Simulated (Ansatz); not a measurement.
## An elementary step

Start structure (SiHCl3, singlet), relaxed at PBE0-D4/def2-TZVP:

Si1  (0.650, 0.809, -0.962)
Cl2  (0.281, -1.208, -1.440)
H3  (-0.031, -1.136, 1.453)
Cl4  (0.394, -0.030, 1.944)
Cl5  (-1.293, 1.565, -0.995)
(Å)

The step: SiCl₂ + HCl → SiCl₂ + HCl; bonds formed: Si1–Cl4, Cl2–H3; bonds broken: Si1–Cl2, H3–Cl4. Program: Ansatz 0.2.0. Basis: def2-TZVPP and def2-QZVPP. Cores are frozen in the correlated methods. Extrapolation: Hartree–Fock as exp(−7.88 √X), correlation as X^−2.97. Energies below are by CCSD(T) at an estimated basis limit (MP2 extrapolated from triple and quadruple zeta, plus CCSD(T) − MP2 in triple zeta).

(1) What are the electronic barrier and the energy of the step, from the start structure to the end structure? (Judge from chemistry; the value comes from the calculation.)

The T1 diagnostic stays at or below 0.012.

## Answers

(1) Computed: Barrier 12.67 kcal/mol; step energy 0.00 kcal/mol (both ends alike: a degenerate step); reverse barrier, their difference, 12.67 kcal/mol. Barrier and step energy count from the start structure, the reverse barrier from the end structure.

The saddle point: One imaginary mode of 456i cm⁻¹.
```json
{"pair": "Si1–Cl4", "start (Å)": "3.04", "saddle (Å)": "2.38", "end (Å)": "2.11"}
{"pair": "Cl2–H3", "start (Å)": "2.91", "saddle (Å)": "1.55", "end (Å)": "1.28"}
{"pair": "Si1–Cl2", "start (Å)": "2.11", "saddle (Å)": "2.38", "end (Å)": "3.04"}
{"pair": "H3–Cl4", "start (Å)": "1.28", "saddle (Å)": "1.55", "end (Å)": "2.92"}
```

Zero-point energy (harmonic, PBE0-D4): ZPE is 6.84 kcal/mol at the start and 5.62 kcal/mol at the saddle, so the barrier goes from 12.67 to 11.45 kcal/mol.

For scale, one of the runs: CCSD(T)/def2-TZVPP, 182 basis functions, launched by `ansatz run in.yaml --threads 2 --pin off --events-out ev --progress --plain --max-ram 4352MiB`. The run took 35 s on 2 CPU threads of an Intel Xeon Platinum 8488C (shared host), with 1.5 GiB of host memory at its peak.
